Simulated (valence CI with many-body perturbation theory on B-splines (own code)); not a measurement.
Values are calculated unless marked as measured or tabulated.
Hyperfine factors and g values of Yb28+

Method: relativistic CI+MBPT: six valence electrons over a frozen Dirac-Fock core [Kr], a basis of 7 s, 7 p, 8 d, 6 f, 4 g, 1 h functions for each j, with the one-electron correlation potential Σ1 (screened to all orders), the two-electron term Σ2, the three-electron term Σ3, Breit, model QED; selected single and double excitations, second order for the rest, scaled by the run's own slope (own B-spline code, finite nucleus).

The last digits are not significant, and no measured levels were compared; by estimate large intervals hold to a few tenths of a per cent, small ones and those within an open d or f shell to about a per cent. Core correlation moves these levels by up to 8200 cm⁻¹, and in measured spectra 5 to 20 % of such shifts remained as error; rates that hang on mixing are uncertain with them. Among the levels kept, up to 780 cm⁻¹ of a level comes from second order outside the variational space, and about a tenth of that is noise between levels of different J, which matters for small intervals. Only levels of the ground parity were solved; by the run's estimate the other parity begins above the list, which can be wrong where configurations are misplaced.

A/g_I is the dipole constant over the nuclear g factor μ/I (μ in nuclear magnetons, uniformly magnetised nucleus), B/Q the quadrupole constant per barn. Both hold the static response of the core; the bare values leave it out. Large factors of s and p1/2 electrons are usually good to 5 to 10 %; those of open d and f shells near neutrality can be off by tens of per cent, and small factors of p3/2, d and f electrons come from cancelling terms and can be off by a factor of two or in sign, in half-filled shells by more. B is blank for J = 1/2, where it vanishes, and for nearly pure S terms. Energies count from the lowest level. Levels with J = 0 are left out.

Levels are named by their leading jj configuration (3d3/2^4 stands for four electrons in 3d with j = 3/2), which in mixed levels can hold well under half, so a name can repeat and another be missing. Letters in brackets count levels of one name in rising energy.

```tsv
Level	E (cm⁻¹)	g	A/g_I (MHz)	A/g_I bare	B/Q (MHz/b)	B/Q bare
(4d3/2^4 4d5/2^2) J=4	0	1.303	6210	6690	13300	12700
(4d3/2^4 4d5/2^2) J=2	19184	1.319	6130	6650	-6410	-6120
(4d3/2^3 4d5/2^3) J=3 [a]	78858	1.398	3390	4080	1210	1150
(4d3/2^3 4d5/2^3) J=4 [a]	89356	1.152	7440	7600	10900	10500
(4d3/2^3 4d5/2^3) J=1 [a]	91385	1.353	5860	6460	-4850	-4630
(4d3/2^3 4d5/2^3) J=5	110720	1.128	8850	8950	5960	5740
(4d3/2^3 4d5/2^3) J=6	112460	1.115	9830	9900	-11800	-11400
(4d3/2^3 4d5/2^3) J=2 [a]	125710	0.945	12400	12100	-9640	-9230
(4d3/2^3 4d5/2^3) J=3 [b]	129230	1.043	11200	11100	4790	4550
(4d3/2^3 4d5/2^3) J=2 [b]	157520	1.164	8590	8770	11400	10900
(4d3/2^3 4d5/2^3) J=1 [b]	160090	1.071	6960	6940	9510	9120
(4d3/2^3 4d5/2^3) J=4 [b]	162610	1.036	11300	11200	-7620	-7340
(4d3/2^3 4d5/2^3) J=3 [c]	171600	1.078	10800	10800	-15200	-14600
(4d3/2^2 4d5/2^4) J=2 [a]	181850	1.412	1300	2030	1750	1700
(4d3/2^2 4d5/2^4) J=4 [a]	199000	1.096	9530	9560	1060	1070
(4d3/2^2 4d5/2^4) J=3 [a]	207950	1.196	6510	6770	-6890	-6620
(4d3/2^2 4d5/2^4) J=5	209820	1.099	10100	10100	-9080	-8690
(4d3/2^2 4d5/2^4) J=6	221720	1.046	11100	11000	-13500	-12900
(4d3/2^2 4d5/2^4) J=3 [b]	223660	0.952	13000	12700	797	774
(4d3/2^2 4d5/2^4) J=1	234140	1.068	11200	11100	-4340	-4170
(4d3/2^2 4d5/2^4) J=4 [b]	241780	1.055	11400	11300	-626	-624
(4d3/2^2 4d5/2^4) J=2 [b]	242310	1.052	11100	11100	-8890	-8560
(4d3/2^2 4d5/2^4) J=2 [c]	271830	0.843	15400	14900	-1450	-1370
(4d3/2^2 4d5/2^4) J=4 [c]	280930	1.163	8040	8220	-12500	-12000
(4d3/2 4d5/2^5) J=1	297490	1.498	-1840	-923	-2800	-2680
(4d3/2^2 4d5/2^4) J=2 [d]	330770	1.028	11300	11200	16300	15700
(4d3/2 4d5/2^5) J=4	335160	1.025	11500	11300	-7090	-6740
(4d3/2 4d5/2^5) J=2	347170	1.214	7540	7820	-16700	-16100
(4d3/2 4d5/2^5) J=3	351260	1.065	10500	10500	-15300	-14700
```

(1) Take the isotope of mass number 171, with I = 1/2, μ = 0.4923 μN. What is the hyperfine structure of (4d3/2^3 4d5/2^3) J=6?

Results:

(1) From the table A = 9680 MHz. Shifts from the centre of gravity in MHz: F = 11/2: -33900, F = 13/2: 29000.
